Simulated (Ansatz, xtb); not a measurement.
**Two isomers of C2H11GaSi2**

Structure I is `[CH3][GaH][CH]([SiH3])[SiH3]`, a singlet and structure II is `[SiH3][CH2][GaH][CH2][SiH3]`, a singlet. Both are isolated molecules in the gas phase, relaxed with PBE0-D3(BJ)/def2-SVP; each stands in its lowest conformer found.

Which of the two would you expect CCSD(T)/def2-SVP + ΔMP2/def2-TZVPP electronic energies to favour?

Structure I; the calculation gives E(II) − E(I) = +7.27 kJ/mol.

How the difference moves with the method:

| level | geometry | E(II) − E(I) (kJ/mol) | departure from the last row (kJ/mol) | job, with rough time for the two |
| --- | --- | --- | --- | --- |
| PBE0-D3(BJ)/def2-SVP | PBE0-D3(BJ)/def2-SVP | +5.95 | −1.33 | optimisation, 4.1 min |
| HF/def2-SVP | PBE0-D3(BJ)/def2-SVP | +3.19 | −4.08 | part of the CCSD(T) run |
| MP2/def2-SVP | PBE0-D3(BJ)/def2-SVP | +7.83 | +0.56 | part of the CCSD(T) run |
| CCSD(T)/def2-SVP | PBE0-D3(BJ)/def2-SVP | +7.17 | −0.10 | single point |
| CCSD(T)/def2-SVP + ΔMP2/def2-TZVPP | PBE0-D3(BJ)/def2-SVP | +7.27 |  | single point, 2.1 min |

As drawn, both hold the same kinds of bond in the same numbers. Structure I has 1 methyl group, II 0.

None of the levels shown reverses the order. The largest departure from CCSD(T)/def2-SVP + ΔMP2/def2-TZVPP is that of HF/def2-SVP, 4.08 kJ/mol. A small imaginary or near-zero mode remains, so no thermal terms are given. Levels run at GFN2-xTB geometries aren't shown. The last row adds to CCSD(T) the change of the MP2 difference between the two basis sets, here +0.10 kJ/mol.

The correlated steps freeze 21 core orbitals; the filled d shell of Ga is correlated, in a basis made for valence electrons. Programs: Ansatz 0.2.0, xtb 6.7.1; the last row on 2 threads of Arm Neoverse V2 on a shared host.
